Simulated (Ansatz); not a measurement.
Species: C$_{2}$H$_{2}$F$_{3}$, net charge 0, doublet state. It need not be the lowest isomer of its formula. 
Coordinates optimised at B3LYP-D3(BJ)/def2-TZVP (Ansatz, an electronic-structure program):
```xyz
7

C      1.4916     0.0138    -0.1023
C      0.0184     0.0009    -0.0097
F     -0.5188    -1.0368    -0.6840
F     -0.4098    -0.1095     1.2754
F     -0.5262     1.1336    -0.4999
H      2.0138     0.9510     0.0039
H      2.0202    -0.9244    -0.1551
```
Charge 0, spin multiplicity 2.

Basis-set convergence of Hartree-Fock and CCSD(T) correlation energies (hartree) with Ansatz. Valence correlation only, unless marked. UHF or UKS for open shells. No spin-orbit coupling. Non-relativistic.

```
basis    functions       E(HF)  E(corr, CCSD(T))
-------  ---------  ----------  ----------------
cc-pVDZ         80  -375.20109          -0.84180
cc-pVTZ        178  -375.32682          -1.09725
cc-pVQZ        335  -375.35613          -1.18596
cc-pV5Z        565  -375.36402          -1.21826
```

Extrapolating the two largest sets (X = 4 and 5) as X^-3: E(corr) = (125·(-1.21826) - 64·(-1.18596))/61 = -1.2521 Eh, an estimate of the basis-set limit. The largest set recovers 97.3 % of it, the smallest 67.2 %.
